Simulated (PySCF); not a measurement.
**Dipole polarisabilities along the 3d series, charge +1**

Calculated with PySCF 2.14 for the ground configurations, without spin-orbit coupling: coupled response for Hartree-Fock and DFT. Mean α in bohr³, C₆ of like pairs in atomic units.

```tsv
species	α UHF	α PBE	α PBE0	C₆ UHF	C₆ PBE	C₆ PBE0
Sc⁺ [Ar] 3d1 4s1 (aug-cc-pVQZ-DK, spin-free X2C)	76.35	58.85	63.02	564.2	398.9	435.9
Ti⁺ [Ar] 3d2 4s1 (aug-cc-pVQZ-DK, spin-free X2C)	62.70	46.31	n/a	427.6	292.2	n/a
V⁺ [Ar] 3d4 (aug-cc-pVQZ-DK, spin-free X2C)	11.75	18.67	15.89	43.16	71.13	59.73
Cr⁺ [Ar] 3d5 (aug-cc-pVQZ-DK, spin-free X2C)	9.355	14.80	12.62	33.92	55.96	47.00
Mn⁺ [Ar] 3d5 4s1 (aug-cc-pVQZ, non-relativistic)	40.59	28.50	30.83	225.0	148.9	162.0
Fe⁺ [Ar] 3d6 4s1 (aug-cc-pVQZ-DK, spin-free X2C)	34.70	24.65	26.50	181.0	123.5	133.0
Co⁺ [Ar] 3d8 (aug-cc-pVQZ, non-relativistic)	6.589	10.11	8.787	22.30	35.93	30.80
Cu⁺ [Ar] 3d10 (aug-cc-pVQZ-PP with ECP10MDF, ECP)	5.182	7.751	6.803	16.51	25.71	22.33
Zn⁺ [Ar] 3d10 4s1 (aug-cc-pVQZ-DK, spin-free X2C)	23.80	16.94	18.17	103.1	71.53	76.46
```

The values depend on the diffuse functions of the basis.
